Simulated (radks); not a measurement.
The numbers below are computed, except where a source is named.
Q: These are the eigenvalues of the occupied orbitals of an atom or ion with whole-number occupations (eV). Level of theory: Dirac Kohn-Sham, PBE, spin-unpolarised, spherical densities, finite nucleus; Fermi nuclear charge, rms radius of each element as measured or else 0.836 A^(1/3) + 0.57 fm (a radial shooting solver on a logarithmic mesh with Libxc functionals).

orbital  eigenvalue
1s1/2     -25493.68
2s1/2     -4846.147
2p1/2     -4601.060
2p3/2     -4439.392
3s1/2     -1740.058
3p1/2     -1650.580
3p3/2     -1613.845

Which element is it, and in what charge state? The configuration may be excited. Open shells, if any, fill j = l - 1/2 first.

A: Z = 46, palladium, charge +28: Pd28+ in [Ar]. The list shows which subshells hold electrons but not how many an open one holds; the 1s level, -936.88 hartree, gives Z - s = 43.3 by -(Z - s)^2/2, which with screening and relativity narrows Z to a few neighbours, and the depths of the outer levels then fix element, charge and occupations together.
